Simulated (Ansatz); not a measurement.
Consider the formal exchange of groups at the Sn–C bond: `CC1=C[CH]1[SnH3]` + `BC(=C)C` → `B[C](=C)[SnH3]` + `CC1=CC1C`.

Gas-phase electronic energies from Ansatz, PBE0-D4/def2-TZVP geometries. CBS: MP2 limit from def2 TZ/QZ plus the TZ coupled-cluster correction, frozen cores. Functionals use def2-TZVPP. def2 core potentials past Kr. For Sn outer-core shells are correlated without core-valence functions, which leaves a few kJ/mol of doubt a bond.

| level | ΔE (kJ/mol) |
| --- | --- |
| PBE-D4 | -1.3 |
| ωB97X-V | -6.5 |

**Question.** What does CCSD(T)/CBS give? (Best estimate.)

**Answer.** Ansatz gave: -5.8 kJ/mol. The listed levels differ from it by 4.5, -0.7 kJ/mol.

Largest T1 diagnostic among the species: 0.013.

In def2-TZVPP, CCSD(T) changes the Hartree–Fock value by +3.2 kJ/mol (the triples alone add +0.6 kJ/mol) and MP2 by +4.0 kJ/mol.
